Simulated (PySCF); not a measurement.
# Correlation energy of Ti²⁺ (titanium, charge +2)

[Ar] 3d1 4p1, one real determinant (an excited configuration). Computed with PySCF 2.14 in x2c-TZVPPall, with scalar relativity by spin-free X2C-1e. Frozen: [Ar]; 2 electrons correlated.

With two correlated electrons CCSD is exact within the correlated space (frozen core and kept virtual orbitals).

```tsv
level	correlation energy (mhartree)
CCSD	-2.83
```

Diagnostics: T1 = 0.0022, D1 = 0.0040, largest double amplitude 0.071.

Question: Is a single reference adequate?

Answer: Mostly. T1 lies below 0.03, but a double amplitude of this size points to a near-degeneracy that CCSD handles and MP2 describes poorly.

The reference is one real determinant that mixes LS terms of this configuration.
